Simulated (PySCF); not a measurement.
NICS in one family of compounds.

NICS = −σ at a ghost point: NICS(0) at the centroid of the ring atoms, NICS(1) 1 Å to either side along the normal of their mean plane, zz for the tensor component along that normal. Level: GIAO PBE0/pcSseg-1 (PySCF, non-relativistic, gas phase) on the GFN2-xTB geometries, one conformer each. Atom numbers follow the mapped SMILES.

Task: Order these rings by mean NICS(1)zz, lowest (most negative) first (ppm).
A. ring C4–C5–C6–C7–O9 in `[O:1]=[C:2]([Cl:3])[c:4]1[cH:5][cH:6][c:7]([SiH3:8])[o:9]1`
B. ring C2–C3–O4–C5–C9 in `[CH3:1][c:2]1[cH:3][o:4][c:5]([C:6](=[O:7])[Cl:8])[cH:9]1`
C. ring C3–C4–C5–C6–O10 in `[CH3:1][S:2][c:3]1[cH:4][cH:5][c:6]([C:7](=[O:8])[Cl:9])[o:10]1`

Result: A (-25.4), B (-24.1), C (-21.5).

```
                SMILES                                               ring  NICS(0)  NICS(1)  NICS(1)zz  HOMA  rms pucker (Å)  ring atoms with four or more neighbours
O=C(Cl)c1ccc([SiH3])o1  5-membered ring with O; formal bonds all aromatic    -10.8    -10.5      -25.4  0.60            0.00                                        0
     Cc1coc(C(=O)Cl)c1  5-membered ring with O; formal bonds all aromatic    -11.0    -10.2      -24.1  0.59            0.00                                        0
    CSc1ccc(C(=O)Cl)o1  5-membered ring with O; formal bonds all aromatic    -10.1     -9.4      -21.5  0.55            0.00                                        0
```

NICS(0) gives another order. The isotropic NICS(1) gives the same order. HOMA uses Krygowski's 1993 parameters. NICS(1) and NICS(1)zz are means over the two faces.
